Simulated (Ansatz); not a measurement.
C3H3 (SMILES [CH]=C=C), doublet, geometry from GFN2-xTB; CAM-B3LYP/STO-3G in Ansatz (a program for electronic structure).

Ansatz was given this input:
Ansatz 0.2 input:
```yaml
crystal:
  periodic: [false, false, false]
  atoms:
    - {symbol: C, position_ang: [0.00140388, -0.01899720, 0.10918779]}
    - {symbol: C, position_ang: [0.01684836, -0.22799011, 1.31038999]}
    - {symbol: C, position_ang: [-0.01571971, 0.21271738, -1.22260886]}
    - {symbol: H, position_ang: [0.03012627, -0.40766541, 2.34308704]}
    - {symbol: H, position_ang: [0.89984787, 0.24626573, -1.78481618]}
    - {symbol: H, position_ang: [-0.94516933, 0.36701923, -1.74008438]}
basis:
  gaussian:
    orbitals: STO-3G
hamiltonian:
  xc: cam_b3lyp
magnetization: {spin_polarized: true, initial_magnetization: 1}
```

### Question
What does Ansatz print? Leave out banner, timings and long lists.

### Answer

```
Functional definition: CAM-B3LYP
240 factors; integrals over basis functions are off by at most 4.3e-5 eV
93 factors; integrals over basis functions are off by at most 3.5e-6 eV
mean field evaluation 1: about -3114.5643 eV, gradient 5.5e0 eV
mean field evaluation 2: about -3114.8209 eV, gradient 3.4e0 eV
mean field evaluation 4: about -3114.9208 eV, gradient 8.4e-1 eV
mean field evaluation 8: about -3114.8474 eV, gradient 6.4e-2 eV
mean field evaluation 16: about -3114.8477 eV, gradient 4.5e-5 eV
mean field -3114.84766066 eV, -114.4685402098 hartree, gradient 4.5e-5 eV, S^2 0.790744; 0 other end points of the search recorded, 0 dependent functions left out
reference -3114.84773648 eV, -114.4685429961 hartree; 11, 10 occupied and 7, 8 virtual orbitals, 240 factors
Total energy: -3114.84773648 eV, -114.4685429961 hartree
```
